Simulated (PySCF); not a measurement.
H4PSi, SMILES [SiH3][PH], multiplicity 2.

Coordinates come from a ωB97X-D3(BJ)/def2-TZVP optimisation. The isomer is the one that the SMILES or the coordinates give; other isomers of the formula were not compared.

These are r2SCAN/def2-TZVPD (PySCF) values and carry that method's errors.

Gas-phase values at a fixed geometry.

| Property | Result |
|---|---|
| total energy | -633.17139 hartree |
| point group | Cs |
| α spin, highest occupied and lowest empty level | -6.45 and -0.24 eV |
| β spin, highest occupied and lowest empty level | -6.96 and -4.00 eV |
| dipole moment | 0.63 D |
| quadrupole, principal values (traceless, Buckingham form, about the centre of nuclear charge) | -2.38, 0.51, 1.87 D·Å |
| mean static polarisability | 58.4 bohr³ (8.65 Å³) |
| polarisability, principal values | 49.6, 52.3, 73.3 bohr³ |
| ⟨S²⟩ | 0.760 (pure state 0.75) |
